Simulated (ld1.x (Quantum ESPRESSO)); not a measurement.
**Fe (Z = 26): RRKJ pseudisation with PBE, fully relativistic reference atom.**

iron (Fe), norm-conserving RRKJ (Kleinman–Bylander form), made with ld1.x (Quantum ESPRESSO) 7.5 (PBE, fully relativistic). Core [Ar], reference 3d6 4s1 4p0 (charge +1). Waves: 4p (bound, empty): rc 2.85 bohr; 3d (bound): rc 1.85 bohr; 4s (bound): rc 2.50 bohr. Local part: the s channel. Core correction: none.

Open shells are filled in proportion to 2j + 1 (rel_dist='average').

All-electron outer shells of the reference configuration (PBE, scalar-relativistic, ld1.x):

| shell | level (eV) | outermost node (bohr) | outermost maximum (bohr) |
| --- | --- | --- | --- |
| 3p | -68.58 | 0.30 | 0.72 |
| 3d | -15.96 | – | 0.71 |
| 4s | -12.33 | 1.00 | 2.29 |
| 4p | -7.34 | 1.09 | 2.83 |

Task: Does the generator finish with these settings?

Result: Yes, a potential is produced and its reference levels are reproduced.

Task: Estimate the cutoffs (Ry, on a coarse ladder) from which the occupation-weighted sum of valence levels, in a spherical-Bessel basis at the reference potential, stays within 10 and 1 mRy of its value at 400 Ry.

Result: 50 Ry and 80 Ry.

Task: Does the potential have ghost states?

Result: No extra level below or beside the all-electron valence levels (p1/2, p3/2, d3/2, d5/2, s, f tested).

Task: Which valence shell sets the plane-wave cutoff?

Result: 3d: its level needs 55 Ry to come within 1 mRy, against 18 Ry for 4s.

Task: Tests: 3d6 4s2 4p0; 3d6 4s0 4p0; 3d5 4s0 4p0; 3d7 4s0 4p0; 3d5 4s2 4p1; 3d7 4s1 4p0; 3d6 4s1.5 4p0. Which has the largest error in its energy relative to the reference configuration, and how large is it?

Result: 3d7 4s0 4p0, with -103 meV (all-electron minus pseudo) on -2.09 eV.
